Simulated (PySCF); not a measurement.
# What a mistake does to a calculation on GeH2O2Si

Calculated results; nothing here was measured. The program is PySCF 2.14.0, an open-source quantum chemistry code, run on an isolated molecule that a program drew, which may never have been made. The molecule is GeH2O2Si (charge 0, singlet), drawn as the SMILES string `O=[SiH][O][GeH]`.

Each row is a Hartree-Fock (HF) and frozen-core CCSD(T) single point in the cc-pV(D+d)Z basis, meant for a local HF minimum. Run 1 is clean. Each other run has one planted mistake out of seven kinds, and not every kind appears here: one electron removed, one electron added, multiplicity raised by two, geometry at a saddle point, minimal basis STO-3G, one bond length entered in bohr, all coordinates scaled. The reference is restricted for singlets and unrestricted otherwise, and also for a bond in bohr. Adding or removing an electron swaps singlet and doublet. Electrons count all cores. HOMO and LUMO are orbital energies over both spins, the gradient is its largest component, and the lowest frequency (negative if imaginary) is given only where the gradient is small. Bond lengths are over the 5 bonds as drawn. T1 is the CCSD diagnostic: over 0.02 (restricted) or 0.045 (unrestricted) a single reference is doubtful. Germanium has the cc-pVDZ-PP basis, with a core potential (ECP10MDF) in place of its 10 inner electrons, and its 3s, 3p and 3d shells are frozen in CCSD(T).

Geometry of the clean run:
```xyz
6
GeH2O2Si, angstrom
O    -0.9259   -1.5409   -1.4114
Si    0.4911   -1.1247   -1.1788
O     0.9978    0.0352   -0.2072
Ge    0.4756    1.4826    0.7754
H     1.6596   -1.7420   -1.8060
H    -0.1711    2.2637   -0.4497
```

```
run,electrons,basis functions,<S^2>,HOMO (eV),LUMO (eV),gradient (hartree/bohr),lowest frequency (cm^-1),mean bond (Å),longest bond (Å),T1,HF (hartree),CCSD(T) (hartree),mistake
1,64,84,0.000,-9.99,0.13,1.6e-06,58,1.5939,1.826,0.0211,-733.25478,-733.83023,no fault
2,64,84,0.000,-10.01,-0.06,4.0e-05,-82,1.5916,1.819,0.0210,-733.25002,-733.82567,geometry at a saddle point
3,64,84,1.030,-9.25,0.25,1.5e-02,-,1.8778,3.015,0.0547,-733.10307,-733.66360,one bond length entered in bohr
4,64,84,0.000,-9.92,0.21,4.0e-02,-,1.5620,1.789,0.0199,-733.25148,-733.82175,all coordinates scaled
5,63,84,0.785,-15.94,-8.27,6.9e-02,-,1.5939,1.826,0.0358,-732.92002,-733.47802,one electron removed
6,65,84,0.765,-1.20,7.07,6.1e-02,-,1.5939,1.826,0.0207,-733.27378,-733.85399,?
```

**Which mistake was planted in run 6, and what did it cost?**

It counts 65 electrons, one more than the clean run, at the same geometry and basis. So the mistake is: one electron added. Subtracting run 1 and multiplying by 627.51 kcal/mol a hartree, the energy moved by -11.9 kcal/mol in HF and -14.9 kcal/mol in CCSD(T).

Cautions from the logs. Run 1: T1 is over the limit, so its CCSD(T) energy is less reliable; run 2: T1 is over the limit, so its CCSD(T) energy is less reliable; run 3: T1 is over the limit, so its CCSD(T) energy is less reliable.
